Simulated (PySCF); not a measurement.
A calculated (PBE0, PySCF 2.14, x2c-SVPall, scalar relativity by spin-free X2C-1e) atom or ion has these occupied shells.

| shell | electrons | orbital energy (eV) | rms radius, mean of both spins (bohr) |
| --- | --- | --- | --- |
| 1s α | 1 | -6475.9 | 0.0704 |
| 1s β | 1 | -6475.9 | 0.0704 |
| 2s α | 1 | -768.12 | 0.302 |
| 2s β | 1 | -765.71 | 0.302 |
| 2p α | 3 | -651.31 | 0.273 |
| 2p β | 3 | -649.27 | 0.273 |
| 3s α | 1 | -102.24 | 0.917 |
| 3s β | 1 | -95.569 | 0.917 |
| 3p α | 3 | -69.597 | 0.988 |
| 3p β | 3 | -62.447 | 0.988 |
| 3d α | 5 | -19.129 | 1.31 |
| 4s α | 1 | -13.251 | 3.07 |

**Question.** Name the element and its charge.

**Answer.** Mn+ (manganese, charge +1), in [Ar] 3d5 4s1, high-spin 7S determinant.
